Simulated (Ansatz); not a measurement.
A run on C$_{2}$H$_{3}$B$_{2}$Cl with other settings.

```yaml
crystal:
  periodic: [false, false, false]
  atoms:
    - {symbol: Cl, position_ang: [-0.631039, 0.808995, 2.288773]}
    - {symbol: C, position_ang: [0.458711, 0.349114, 0.964820]}
    - {symbol: C, position_ang: [0.166206, 0.773213, -0.354342]}
    - {symbol: B, position_ang: [-0.331649, 0.221309, -1.507638]}
    - {symbol: B, position_ang: [-0.071090, -0.718445, -0.094052]}
    - {symbol: H, position_ang: [1.479950, 0.317812, 1.326880]}
    - {symbol: H, position_ang: [-0.690449, 0.067828, -2.614300]}
    - {symbol: H, position_ang: [-0.288440, -1.876926, -0.066141]}
basis:
  gaussian: {orbitals: "6-31G*", final_grid: {core_spheres: 20, valence_spheres: 16, degree: 47}}
hamiltonian: {xc: {name: r2SCAN0}, dispersion: d4}
scf: {lower_state_search: full}
output: {forces: true}
```

```sh
$ ansatz run in.yaml --threads 2 --pin off --events-out ev --progress --plain --max-ram 4352MiB
```

It prints (some lines left out):

```
Functional definition: r2SCAN0
831 factors; integrals over basis functions are off by at most 1.1e-3 eV
mean field evaluation 1: about -15989.3271 eV, gradient 3.1e1 eV
mean field evaluation 2: about -15989.6009 eV, gradient 3.1e1 eV
mean field evaluation 4: about -15991.7865 eV, gradient 8.3e0 eV
mean field evaluation 8: about -15991.9750 eV, gradient 6.0e-1 eV
mean field evaluation 16: about -15991.9761 eV, gradient 1.4e-4 eV
mean field -15991.97605609 eV, -587.6942803106 hartree, gradient 1.5e-5 eV, S^2 0.000000; 0 other end points of the search recorded, 0 dependent functions left out
reference -15991.97606186 eV, -587.6942805228 hartree; 21, 21 occupied and 64, 64 virtual orbitals, 831 factors
Total energy: -15992.02503780 eV, -587.6960803552 hartree
Atom 0 at    -0.631039     0.808995     2.288773 Å, force    -0.111699     0.060091     0.173149 eV/Å
Atom 1 at     0.458711     0.349114     0.964820 Å, force     0.139553    -0.101125    -0.092124 eV/Å
Atom 2 at     0.166206     0.773213    -0.354342 Å, force     0.025801     0.062153    -0.041100 eV/Å
Atom 3 at    -0.331649     0.221309    -1.507638 Å, force    -0.040743     0.034512    -0.111776 eV/Å
Atom 4 at    -0.071090    -0.718445    -0.094052 Å, force     0.010195    -0.102425     0.044964 eV/Å
Atom 5 at     1.479950     0.317812     1.326880 Å, force    -0.037494     0.022773    -0.006449 eV/Å
Atom 6 at    -0.690449     0.067828    -2.614300 Å, force     0.011013     0.010368     0.011971 eV/Å
Atom 7 at    -0.288440    -1.876926    -0.066141 Å, force     0.003373     0.013653     0.021365 eV/Å
Dipole moment:     0.200604    -0.235147    -0.275101 e Å
```

Hardware: 2 threads of an Arm Neoverse V2 on a shared host. Wall time 3 s, peak host memory 0.17 GiB.
